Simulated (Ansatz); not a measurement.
Geometry optimisation, RKS B3LYP/def2-SVP in Ansatz 0.2.0.

input.yaml

```yaml
crystal:
  periodic: [false, false, false]
  atoms:
    - { symbol: Sn, position_ang: [0.0, 0.0, 0.0] }
    - { symbol: H, position_ang: [0.0, 0.0, 2.09] }
    - { symbol: O, position_ang: [1.8483, 0.0, -0.6527] }
    - { symbol: H, position_ang: [2.1646, -0.9521, -0.7693] }
    - { symbol: Cl, position_ang: [-1.1351, 1.9666, -0.8025] }
    - { symbol: Cl, position_ang: [-1.1351, -1.9666, -0.8025] }
    - { symbol: S, position_ang: [-2.6002, 0.0, 0.864] }
    - { symbol: H, position_ang: [-3.3558, -0.8728, 0.072] }
    - { symbol: H, position_ang: [-1.0314, 0.0, 2.1012] }
basis:
  gaussian: { orbitals: def2-SVP }
hamiltonian:
  xc: b3lyp
relax:
  f_tol: 0.15
  max_steps: 25
  restrain:
    - { distance: [0, 6], at: 2.44, k: 30.0 }
    - { distance: [8, 1], at: 0.66, k: 30.0 }
    - { distance: [0, 1], at: 2.94, k: 30.0 }
    - { distance: [8, 6], at: 2.6, k: 30.0 }
```

Command:

```bash
$ ansatz run input.yaml --threads 4 --pin off --max-ram 5120MiB --backend cpu --events-out ev --progress --plain --runs-dir out
```

Problem. Where does it end, and by what steps?

Solution. The run converged. The restraints hold the end off the free minimum; the threshold counts their pulls, which the force column leaves out. Restrained pairs: Sn1–S7 (2.74 → 2.43 Å), H2–H9 (1.03 → 0.72 Å), Sn1–H2 (2.09 → 2.94 Å), S7–H9 (2.00 → 2.61 Å). After 23 steps the energy has fallen by 3.931 eV (the restraints' own energy left out); Cl6 moved furthest, 1.60 Å.

| step | energy less start (eV) | largest force component (eV/Å) | accepted |
| --- | --- | --- | --- |
| 0 | 0.0000 | 2.655 | yes |
| 1 | -0.7086 | 1.846 | yes |
| 2 | -1.1555 | 3.314 | yes |
| 3 | -2.1583 | 3.080 | yes |
| 4 | -2.8899 | 2.265 | yes |
| 5 | -3.2850 | 0.866 | yes |
| 6 | -3.4910 | 1.100 | yes |
| 7 | -3.6429 | 1.313 | yes |
| 8 | -3.7373 | 1.795 | yes |
| 9 | -3.8134 | 1.683 | yes |
| 10 | -3.8625 | 1.059 | no |
| 11 | -3.8471 | 1.554 | yes |
| 12 | -3.8761 | 1.358 | yes |
| 13 | -3.9009 | 1.471 | yes |
| 14 | -3.8947 | 1.251 | no |
| 15 | -3.9045 | 1.525 | yes |
| 16 | -3.9133 | 1.542 | yes |
| 17 | -3.9319 | 1.212 | no |
| 18 | -3.9199 | 1.490 | yes |
| 19 | -3.9242 | 1.466 | yes |
| 20 | -3.9191 | 1.666 | yes |
| 21 | -3.9275 | 1.646 | yes |
| 22 | -3.9231 | 1.623 | no |
| 23 | -3.9313 | 1.637 | yes |

```xyz
9
Properties=species:S:1:pos:R:3
Sn -0.646 -0.258 -0.457
H 0.169 0.505 2.267
O 1.113 -0.776 0.289
H 1.818 -0.702 -0.376
Cl -0.482 1.969 -1.215
Cl -1.102 -1.586 -2.354
S -2.374 -0.611 1.216
H -3.245 -1.078 0.285
H -0.495 0.711 2.446
```

The run took 56 s on 4 threads of Arm Neoverse V1 (shared host), peak memory 0.32 GiB.
